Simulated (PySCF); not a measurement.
# `C#C[Si@H](C[SiH3])N([SiH3])[SiH2]Cl`: 4 charge schemes on one density

Species: C₃H₁₂ClNSi₄.
Geometry (GFN2-xTB, Å), atoms numbered from 1 in this order:
```
atom  x, y, z in Å
C1     0.6260   -3.2976   -1.6995
C2     0.5261   -2.1329   -1.4188
Si3    0.4114   -0.3406   -0.9492
C4     1.8670    0.1177    0.1735
Si5    1.8923    1.9164    0.7850
N6    -1.1210   -0.1303   -0.1171
Si7   -1.3560   -0.8831    1.4398
Si8   -2.3059    0.9785   -0.7127
Cl9   -1.9453    2.8243   -0.0110
H10    0.7062   -4.3169   -1.9508
H11    0.3752    0.4653   -2.1747
H12    2.7892   -0.0885   -0.3694
H13    1.8671   -0.5477    1.0373
H14    3.1511    2.1374    1.5107
H15    0.7761    2.1722    1.6950
H16    1.8434    2.8317   -0.3581
H17   -0.4495   -2.0257    1.5092
H18   -2.7506   -1.3209    1.5075
H19   -1.0736    0.0792    2.5099
H20   -3.6199    0.5640   -0.2410
H21   -2.2183    1.0146   -2.1660
```

Density: PBE0/pcSseg-1 (PySCF); schemes: Mulliken, IAO, Hirshfeld and ESP-fitted. One conformer (not necessarily the lowest) at the GFN2-xTB geometry, without solvent, vibrations or thermal averaging.

Problem. Give the atomic charges in each scheme.

Solution. In e; atoms taken as equivalent share a row and are averaged (×n: the atom named and its like, n in all):

```
       atom                      environment  Mulliken     IAO  Hirshfeld  ESP-fitted
         C1           terminal alkyne carbon    -0.218  -0.188     -0.084      -0.222
         C2                    alkyne carbon    -0.152  -0.336     -0.156      -0.375
        Si3                      SiH silicon    +0.967  +1.029     +0.405      +0.842
         C4      sp3 carbon bound to silicon    -0.863  -0.838     -0.246      -0.674
        Si5                     SiH3 silicon    +0.483  +0.604     +0.305      +0.461
         N6  nitrogen bridging silicon atoms    -1.084  -1.031     -0.343      -0.447
        Si7                     SiH3 silicon    +0.615  +0.732     +0.345      +0.453
        Si8           chlorine-bound silicon    +0.777  +0.901     +0.365      +0.320
        Cl9           silicon-bound chlorine    -0.309  -0.320     -0.107      -0.184
        H10                  alkyne hydrogen    +0.063  +0.203     +0.098      +0.273
        H11                    Si–H hydrogen    -0.047  -0.120     -0.069      -0.136
        H12               methylene hydrogen    +0.178  +0.172     +0.048      +0.194
        H13               methylene hydrogen    +0.183  +0.166     +0.044      +0.173
H14/H15/H16                    Si–H hydrogen    -0.071  -0.115     -0.079      -0.109
H17/H18/H19                    Si–H hydrogen    -0.078  -0.124     -0.075      -0.092
        H20                    Si–H hydrogen    -0.075  -0.129     -0.072      -0.032
        H21                    Si–H hydrogen    -0.068  -0.129     -0.072      -0.043
```

Mean size of the charges over all atoms: IAO 0.363 e, Mulliken 0.311 e, ESP-fitted 0.259 e, Hirshfeld 0.153 e. Each set sums to the total charge, 0, to within 0.001 e. The Mulliken scheme gives each basis function's population to the atom it is centred on and halves the overlap population of two atoms between them.

Lowest charge. The schemes don't all agree: Mulliken N6 (-1.084); IAO N6 (-1.031); Hirshfeld N6 (-0.343); ESP-fitted C4 (-0.674).

Highest charge. All schemes agree: Mulliken Si3 (+0.967); IAO Si3 (+1.029); Hirshfeld Si3 (+0.405); ESP-fitted Si3 (+0.842).

Problem. How many electrons does the Hirshfeld scheme count on N6?

Solution. Z − q = 7 − (-0.343) = 7.343.

Problem. Sum the charges by element, for elements with more than one atom.

Solution. 
```
element  atoms  Mulliken     IAO  Hirshfeld  ESP-fitted
      C      3    -1.233  -1.361     -0.486      -1.271
     Si      4    +2.842  +3.267     +1.420      +2.076
      H     12    -0.216  -0.555     -0.484      -0.174
```
